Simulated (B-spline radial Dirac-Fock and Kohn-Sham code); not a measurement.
Z = 42 (molybdenum), transition energy 14.5 keV. The computed values come from a radial finite-basis atomic code: a Dirac-Hartree-Slater potential of the neutral atom with a Latter tail (no hole, which puts coefficients of high multipoles low close above an edge), finite nucleus with surface currents. The K shell is not open to conversion at this energy. Subshells that would emit electrons below 1 keV are left out.

Question: A pure transition shows α(L) = 3.59, L1/L2 = 2.38 and L1/L3 = 1.38. What is its multipolarity?
A. E4
B. M4
C. E1
D. E2
E. M3
F. E3
G. M2
H. M1

Answer: C. For comparison, α(L), L1/L2, L1/L3 are E2 1580, 0.0114, 0.00688; E3 328000, 0.00494, 0.00303; E4 3.27e+07, 0.0101, 0.00621; M1 7.56, 12.4, 40.3; M2 1370, 12.7, 2.09; M3 253000, 9.94, 0.272; M4 2.91e+07, 7.74, 0.102.
